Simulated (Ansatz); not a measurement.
Total energies of `[SiH3]/C=N\[SiH3]`.

```xyz
11

Si    0.3767   -1.1045   -1.2401
C    -1.1539   -0.2000   -0.5411
N    -1.1719    0.6077    0.4322
Si    0.1514    1.1523    1.4326
H     0.9611   -1.9591   -0.1737
H    -0.0131   -1.9413   -2.4039
H     1.3875   -0.0964   -1.6536
H    -2.1191   -0.4040   -1.0352
H     1.1864    1.8403    0.6112
H     0.7823    0.0027    2.1394
H    -0.3874    2.1023    2.4323
```

Total charge 0; spin multiplicity 1. The structure was optimised at the PBE0-D4/def2-TZVP level. Basis def2-TZVPP, Ansatz.

RPA on PBE orbitals: Hartree–Fock energy of these orbitals -674.23145 Eh, correlation -1.09976 Eh (frozen core).

```
             functional  energy without D4 (Eh)  D4 term (kJ/mol)
            LDA (SPW92)              -672.88856                 –
                    PBE              -675.64233             -24.0
                   BLYP              -676.02845             -52.4
                 r2SCAN              -675.96161              -5.9
                 B97M-V              -675.91738                 –
                   PBE0              -675.70882             -20.4
                  B3LYP              -676.12695             -38.8
                r2SCANh              -675.95292              -6.3
                r2SCAN0              -675.94098              -7.0
HSE06 (plane-wave form)              -675.68996             -19.0
                LC-ωPBE              -675.82579                 –
                ωB97X-V              -675.95397                 –
                 B2PLYP              -675.75066                 –
               PBE-QIDH              -675.52444                 –
```

Task: Give the same for revPBE, BHLYP, CAM-B3LYP, ωB97M-V. (Estimate.)

Result: Ansatz gave: 
| functional | energy without D4 (Eh) | D4 term (kJ/mol) |
| --- | --- | --- |
| revPBE | -675.92251 | -70.2 |
| BHLYP | -676.01810 | -30.3 |
| CAM-B3LYP | -676.03834 | -20.8 |
| ωB97M-V | -675.97932 | – |

B3LYP takes the VWN-RPA correlation (the form of Gaussian; ORCA's B3LYP/G). HSE06 is the plane-wave form, built on full-range PBE exchange. The double hybrids freeze the cores in their second-order part.

LC-ωPBE has ω = 0.4 bohr⁻¹.
